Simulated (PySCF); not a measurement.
Vertical excitations of a molecule C2H4BNO2 from PySCF 2.14.0 with TDDFT-CAM-B3LYP/def2-SVPD, as energy in eV (oscillator strength): 6.27 (0.000), 7.22 (0.096), 7.51 (0.014), 7.83 (0.000), 8.03 (0.003), 8.17 (0.002), 8.33 (0.024), 8.73 (0.007), 8.85 (0.057), 9.26 (0.554). Lowest triplet (TDA): 6.06 eV. Geometry optimised at PBE0-D3(BJ)/def2-SVP. The values are those of a single conformer.

Task: Identify the compound among the candidates.
(A) OCB1N=CO1
(B) C=C1OB(N)O1
(C) CB(O)N=C=O
(D) OB1COC=N1

Result: C, CB(O)N=C=O
